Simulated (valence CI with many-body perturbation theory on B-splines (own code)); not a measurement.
Cs²⁴⁺: what the settings do

Computed by configuration interaction combined with many-body perturbation theory (CI+MBPT): three valence electrons over a frozen Dirac-Fock core [Ar] 3d10, radial functions for each j: 6 s, 6 p, 5 d, 3 f, 1 g, with the one-electron correlation potential Σ1, the two-electron term Σ2, the three-electron term Σ3, Breit, model QED; selected CI, second order for the rest, scaled by the run's own slope (own B-spline code, finite nucleus).

No measured levels were compared; by estimate levels hold to about 250 cm⁻¹ or 0.2 % of their energy and the worst to 1 %, as in measured heavy ions of charge 2 to 7; those with d or f electrons hold less well.

The reference run has the lowest level (4s^2 4p1/2) J=1/2 and an ionisation energy of 791.936 eV. Its largest variational space holds 3121 state functions.

Levels are named by their leading jj configuration (3d3/2^4 stands for four electrons in 3d with j = 3/2), which in mixed levels can hold well under half, so a name can repeat and another be missing. Letters in brackets count levels of one name in rising energy.

Changed runs:
A. core polarisation of operators on → off
B. selection threshold (hartree) 2e-08 → 1e-05
C. QED terms on → off
D. Davidson iteration limit 60 → 3 (bad on purpose)

Excitation energies of the reference run in cm⁻¹, and shifts in cm⁻¹:

```tsv
Level	Reference	A	B	C	D
(4s^2 4p3/2) J=3/2	155023	0	-0.1	-261	0
(4s 4p1/2^2) J=1/2	416411	0	+0.1	+2747	0
(4s 4p1/2 4p3/2) J=3/2 [a]	521704	0	0	+2507	0
(4s 4p1/2 4p3/2) J=5/2	558316	0	-0.1	+2471	0
(4s 4p1/2 4p3/2) J=3/2 [b]	618259	0	0	+2413	0
(4s 4p1/2 4p3/2) J=1/2	648813	0	+0.2	+2560	0
(4s 4p3/2^2) J=5/2	704700	0	0	+2169	0
(4s 4p3/2^2) J=1/2	804022	0	+0.2	+2271	0
(4s 4p3/2^2) J=3/2	810895	0	0	+2193	0
(4s^2 4d3/2) J=3/2	924798	0	0	+300	0
(4s^2 4d5/2) J=5/2	952323	0	0	+135	0
(4p1/2^2 4p3/2) J=3/2	1058950	0	0	+5169	0
Ionisation energy (eV)	791.936	0	-2.7e-05	-0.028	0
```

No effect on these energies: A.

Run D: The Davidson iterations stopped at their limit.
